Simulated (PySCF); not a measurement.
**Two-component Hartree-Fock for Rb⁺ (rubidium, charge +1)**

Start: [Kr]. Calculated with PySCF 2.14 in x2c-TZVPPall-2c (8s9p7d2f1g, 93 functions): generalised Hartree-Fock with the X2C-1e Hamiltonian and a Gaussian nucleus; one run each with spin-orbit coupling (SO) switched off, then screened by Boettger's factors.

| spinor shell | electrons | ε, spin-free (eV) | ε, screened SO (eV) | weight of nominal j (screened SO) | rms radius, screened SO (bohr) |
| --- | --- | --- | --- | --- | --- |
| 1s1/2 | 2 | -15292.5 | -15292.0 | 1.000 | 0.0464 |
| 2s1/2 | 2 | -2113.5 | -2113.4 | 1.000 | 0.192 |
| 2p1/2 | 2 | -1868.7 | -1910.6 | 1.000 | 0.169 |
| 2p3/2 | 4 | -1868.7 | -1848.8 | 1.000 | 0.173 |
| 3s1/2 | 2 | -347.16 | -347.13 | 1.000 | 0.543 |
| 3p1/2 | 2 | -266.14 | -272.75 | 1.000 | 0.550 |
| 3p3/2 | 4 | -266.14 | -262.99 | 1.000 | 0.561 |
| 3d3/2 | 4 | -131.82 | -132.79 | 1.000 | 0.575 |
| 3d5/2 | 6 | -131.82 | -131.15 | 1.000 | 0.579 |
| 4s1/2 | 2 | -48.076 | -48.070 | 1.000 | 1.57 |
| 4p1/2 | 2 | -27.467 | -28.143 | 1.000 | 1.82 |

Problem. Where does 4p3/2 lie, and what is the 4p spin-orbit splitting (screened SO)?

Solution. At -27.142 eV, 1.000 eV above 4p1/2.

```json
{"quantity": "E (hartree)", "spin-free": "-2978.86990", "screened SO": "-2979.07883"}
{"quantity": "M_J", "spin-free": "0", "screened SO": "0"}
{"quantity": "⟨J²⟩", "spin-free": "0.000", "screened SO": "0.000"}
{"quantity": "⟨L²⟩", "spin-free": "0.000", "screened SO": "0.005"}
{"quantity": "⟨S²⟩", "spin-free": "0.000", "screened SO": "0.005"}
```

Breit and QED terms are absent; they matter most for the inner s and p1/2 levels.

Densities and radii are taken from the X2C orbitals without a picture-change correction, which distorts them close to the nucleus.

Without spin-orbit coupling the j labels of p, d and f shells carry no meaning; the spin-free column gives the mean over the occupied spinors of each nl shell.
